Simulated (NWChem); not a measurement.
dithienothiophene (C8H4S3); SMILES c1c2c(sc1)c1c(ccs1)s2

Program: NWChem. Medium grid unless said otherwise, to which SCAN and Minnesota functionals are sensitive. All runs use the structure optimised with B3LYP/6-31G* (spherical d). Not confirmed as a minimum by frequencies. Total energies of different functionals are on different scales.

```json
[
 {"level": "B3LYP/def2-SVP", "energy (Ha)": "-1501.2611", "highest occupied level (eV)": "-5.79", "orbital gap (eV)": "4.55", "dipole (D)": "0.36"},
 {"level": "PBE/def2-SVP", "energy (Ha)": "-1500.3434", "highest occupied level (eV)": "-5.14", "orbital gap (eV)": "3.29", "dipole (D)": "0.35"},
 {"level": "r2SCAN0/def2-SVP", "energy (Ha)": "-1500.9219", "highest occupied level (eV)": "(withheld)", "orbital gap (eV)": "(withheld)", "dipole (D)": "0.48"},
 {"level": "MPW1K/def2-SVP", "energy (Ha)": "-1501.1883", "highest occupied level (eV)": "-6.81", "orbital gap (eV)": "6.08", "dipole (D)": "0.50"},
 {"level": "LC-BLYP (range parameter 0.33 per bohr)/def2-SVP", "energy (Ha)": "-1499.7230", "highest occupied level (eV)": "-8.06", "orbital gap (eV)": "8.81", "dipole (D)": "0.31"},
 {"level": "TPSS/def2-SVP", "energy (Ha)": "-1501.3637", "highest occupied level (eV)": "-5.16", "orbital gap (eV)": "3.37", "dipole (D)": "0.46"},
 {"level": "M05-2X/def2-SVP", "energy (Ha)": "-1501.1746", "highest occupied level (eV)": "-7.13", "orbital gap (eV)": "6.80", "dipole (D)": "0.38"}
]
```

Question: Fill in the missing entries.

Answer: 
- r2SCAN0/def2-SVP, highest occupied level (eV): -6.25
- r2SCAN0/def2-SVP, orbital gap (eV): 5.05
